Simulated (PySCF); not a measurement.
Geometry (Å), atoms numbered from 1 in this order:
```xyz
11

O    -2.1432   -1.5068    0.3218
C    -1.7636   -0.4430   -0.0387
Cl   -2.9401    0.7657   -0.6336
C    -0.3760    0.0127   -0.0512
C     0.6821   -0.8350    0.3859
C     1.8924   -0.2268    0.2989
S     1.7511    1.3677   -0.3090
C     0.0712    1.2444   -0.4588
H     0.5223   -1.8427    0.7425
H     2.8607   -0.6257    0.5593
H    -0.5191    2.0654   -0.8333
```

Geometry: PBE0-D3(BJ)/def2-TZVP; GIAO absolute shieldings from PySCF 2.14, gas phase, non-relativistic, averaged over equivalent atoms.

At PBE0/pcSseg-2 (344 basis functions, 62 s wall time on 1 thread of an Arm Neoverse V1, shared host):
| atoms | σ (ppm) |
| --- | --- |
| O1 | -217.1 |
| C2 | 11.6 |
| C8 | 34.9 |
| C4 | 38.4 |
| C5 | 47.6 |
| C6 | 49.0 |
| Cl3 | 522.8 |
| S7 | 243.2 |
| H11 | 22.95 |
| H9 | 23.54 |
| H10 | 24.12 |

Q: Predict the values at B97-2/pcSseg-2 on the same geometry.

A: 
```
atoms  σ at B97-2/pcSseg-2  change
   O1               -202.9   +14.2
   C2                 13.6    +2.0
   C8                 37.3    +2.4
   C4                 40.6    +2.2
   C5                 49.7    +2.1
   C6                 51.2    +2.2
  Cl3                528.3    +5.5
   S7                250.8    +7.6
  H11                23.12   +0.17
   H9                23.70   +0.16
  H10                24.29   +0.17
```

The largest change is at O1 (carbonyl oxygen). Cost: 344 basis functions, 58 s wall time on 1 thread of an Arm Neoverse V1, shared host. The order of the carbon signals is the same at both levels.

Carbons that carry Cl, above all several Cl atoms, come out too deshielded, partly because spin–orbit coupling is missing.
